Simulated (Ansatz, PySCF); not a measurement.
Gas-phase reaction (SMILES): C=CCl + 3 [H][H] (H2) → 2 C (CH4) + Cl (HCl); energy of full hydrogenation.

Structures are relaxed separately at B3LYP-D3(BJ)/def2-TZVP in Ansatz (a program for electronic structure). Valence correlation only, unless marked. No spin-orbit coupling. No relativistic terms. CBS marks a two-point X^-3 extrapolation of the correlation energy; Hartree-Fock from the larger set. [CCSD(T)-MP2]/basis is that difference in the basis named. Thermal terms are rigid-rotor harmonic-oscillator values from B3LYP-D3(BJ) frequencies (PySCF) at 298.15 K and 1 atm. 1 Eh = 627.5095 kcal/mol.

```json
[
 {"species": "C=CCl", "E, RI-MP2/CBS(aug-cc-pV(T+d)Z,aug-cc-pV(Q+d)Z)+[CCSD(T)-MP2]/aug-cc-pV(T+d)Z (Ansatz) (Eh)": "-537.65538", "E, PBE-D3(BJ)/def2-TZVPD (Ansatz + dftd3) (Eh)": "-537.94200", "H - E (Eh)": "0.04706", "G - E (Eh)": "0.01713"},
 {"species": "[H][H] (H2)", "E, RI-MP2/CBS(aug-cc-pV(T+d)Z,aug-cc-pV(Q+d)Z)+[CCSD(T)-MP2]/aug-cc-pV(T+d)Z (Ansatz) (Eh)": "-1.17524", "E, PBE-D3(BJ)/def2-TZVPD (Ansatz + dftd3) (Eh)": "-1.16598", "H - E (Eh)": "0.01336", "G - E (Eh)": "-0.00144"},
 {"species": "C (CH4)", "E, RI-MP2/CBS(aug-cc-pV(T+d)Z,aug-cc-pV(Q+d)Z)+[CCSD(T)-MP2]/aug-cc-pV(T+d)Z (Ansatz) (Eh)": "-40.46129", "E, PBE-D3(BJ)/def2-TZVPD (Ansatz + dftd3) (Eh)": "-40.46420", "H - E (Eh)": "0.04840", "G - E (Eh)": "0.02728"},
 {"species": "Cl (HCl)", "E, RI-MP2/CBS(aug-cc-pV(T+d)Z,aug-cc-pV(Q+d)Z)+[CCSD(T)-MP2]/aug-cc-pV(T+d)Z (Ansatz) (Eh)": "-460.37874", "E, PBE-D3(BJ)/def2-TZVPD (Ansatz + dftd3) (Eh)": "-460.62865", "H - E (Eh)": "0.01000", "G - E (Eh)": "-0.01120"}
]
```

Problem. Work out ΔE and ΔH, ΔG, ΔS and the equilibrium constant at 298.15 K at the first level, then ΔH at the second.

Solution. 
1. ΔE = [2×(-40.46129) + (-460.37874)] - [(-537.65538) + 3×(-1.17524)] = -0.12022 Eh = -75.4 kcal/mol at RI-MP2/CBS(aug-cc-pV(T+d)Z,aug-cc-pV(Q+d)Z)+[CCSD(T)-MP2]/aug-cc-pV(T+d)Z.
2. The terms H - E add up to 0.01966 Eh, so ΔH = (-0.12022 + (0.01966))×627.5095 = -63.1 kcal/mol.
3. The terms G - E add up to 0.03055 Eh, so ΔG = -56.3 kcal/mol, and ΔS = (0.01966 - (0.03055))×627509.5/298.15 = -22.9 cal/(mol K).
4. log10 K = -ΔG/(RT ln 10) = 41.3, with RT ln 10 = 1.3642 kcal/mol.
5. With ΔH and ΔS taken as constant, ΔG changes sign near ΔH/ΔS = 2760 K, a rough figure that leaves out heat capacities.
6. At PBE-D3(BJ)/def2-TZVPD the same steps give ΔE = -73.5 and ΔH = -61.2 kcal/mol, a shift of +1.9 from the first level.
7. These values are not checked against measurement here, since the tables used lack a sound gas-phase enthalpy of formation for at least one species.
